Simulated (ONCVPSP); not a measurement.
**Sc, ONCV: configuration errors across variants**

| Property | Result |
| --- | --- |
| Element | scandium (Sc) |
| Generator | ONCVPSP 4.0.1 |
| Type | optimised norm-conserving Vanderbilt (ONCV) |
| Functional | LDA (Perdew-Zunger) |
| Relativity | scalar-relativistic |
| Frozen core | [Ne] |
| Valence charge | 11 |
| Reference configuration | 3s2 3p6 3d1 4s1.5 (charge +0.5) |
| Partial waves | 3s+4s: rc 1.40 bohr, ncon 4, nbas 9, qcut 9.4 1/bohr, 2 projectors; 3p: rc 1.80 bohr, ncon 4, nbas 9, qcut 8.4 1/bohr, 2 projectors, debl 3.8 Ha; 3d: rc 2.00 bohr, ncon 4, nbas 8, qcut 7.5 1/bohr, 2 projectors, debl 3.5 Ha |
| Local potential | polynomial inside 1.00 bohr (lpopt 5, dvloc0 3 Ha) |
| Core correction | polynomial model core, fcfact 0.4 |

All-electron excitation energies from the reference (eV): (1) 3s2 3p6 3d1 4s2 -2.825; (2) 3s2 3p6 3d1 4s1 4.243; (3) 3s2 3p6 3d1 4s0 17.204; (4) 3s2 3p6 3d1 4s1 4p1 0.017.

2 further variants failed, have other tests or too few solved ones, and are left out.

Errors AE − PS in meV (a dash: test not solved or not reliable):

```csv
change,(1),(2),(3),(4),bound ghosts,GHOST(+) flags above zero
base,+0.2,-0.2,-0.7,+0.4,none,none
s: qcut 5.6,+0.1,-0.3,-1.9,+0.4,none,none
s: qcut 7.2,+0.1,-0.2,-1.2,+0.4,none,none
s: qcut 7.9,+0.1,-0.2,-1.0,+0.4,none,none
s: qcut 11.7,+0.2,-0.2,-0.5,+0.4,none,none
```

**Question.** Give the same row for: s: qcut 10.2.

**Answer.** +0.2, -0.2, -0.6, +0.4; bound ghosts: none; GHOST(+) flags above zero: none.
